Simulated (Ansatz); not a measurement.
```xyz
13

C     0.8390    2.3004   -0.0910
N     0.4482    1.1305    0.0660
B     0.0135   -0.1421    0.2020
C     0.1734   -0.9427    1.5528
Si   -0.8536   -0.9563   -1.4395
H     0.1879    3.1528    0.1211
H     1.8486    2.5202   -0.4489
H    -0.8062   -1.2637    1.9210
H     0.6648   -0.3658    2.3391
H     0.7488   -1.8587    1.3855
H    -2.2487   -1.3920   -1.1379
H    -0.1077   -2.1713   -1.8802
H    -0.9080   -0.0113   -2.5901
```

Charge 0, multiplicity 1.

(1) List the PBE0/def2-TZVPP orbital energies in eV (Ansatz 0.2.0). (Best estimate.)

Answers

(1) Ansatz gave: Occupied: -1801.84, -392.02, -279.92, -277.47, -184.32, -144.23, -98.88, -98.88, -98.86, -25.93, -19.72, -18.39, -15.15, -14.44, -13.60, -11.50, -11.15, -11.10, -9.91, -9.36, -9.24, -7.81, -7.49. Lowest empty: -0.95, -0.18, 1.02, 1.40, 1.92, 2.02, 2.26, 2.31.
